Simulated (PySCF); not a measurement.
# Electronic structure of Ni⁺ (nickel, charge +1) at the UHF level

Configuration: [Ar] 3d9, 2D determinant. Computed with PySCF 2.14 in cc-pVTZ (7s6p4d2f1g, 68 functions), with the non-relativistic Hamiltonian (point nucleus).

```json
{
  "Total energy": "-1506.595604 hartree",
  "One-electron energy": "-2090.7277 hartree",
  "Hartree (Coulomb) energy": "645.9058 hartree",
  "Exchange energy": "-61.7736 hartree",
  "Kinetic energy": "1506.56172 hartree",
  "⟨S²⟩": "0.7525",
  "⟨L²⟩": "6.019",
  "Sum of ⟨r⟩": "17.47 bohr",
  "Sum of ⟨r²⟩": "19.14 bohr²",
  "Traceless quadrupole moment −½Σ⟨3z² − r²⟩ along its main axis": "-0.462 e·bohr²",
  "Density at the nucleus (Gaussians lack the cusp)": "14800 bohr⁻³",
  "Spin density at the nucleus": "0.0366 bohr⁻³",
  "Langevin diamagnetic susceptibility": "-15.2 ×10⁻⁶ cm³/mol",
  "Time after the integrals": "0.7 s of wall time on 1 thread of Neoverse-V1 (shared host)"
}
```

```
shell  electrons  mean orbital energy (eV)  spread (eV)  rms radius, mean of both spins (bohr)
 1s α          1                   -8318.7            0                                 0.0635
 1s β          1                   -8318.6            0                                 0.0635
 2s α          1                   -1033.8            0                                  0.268
 2s β          1                   -1032.8            0                                  0.268
 2p α          3                   -898.56        1.009                                  0.239
 2p β          3                   -897.58        0.027                                  0.239
 3s α          1                   -136.33            0                                  0.811
 3s β          1                   -133.65            0                                  0.811
 3p α          3                   -93.335        2.136                                  0.862
 3p β          3                   -90.117        1.471                                  0.862
 3d α          5                   -21.684        2.609                                   1.20
 3d β          4                   -20.108        2.062                                   1.20
```
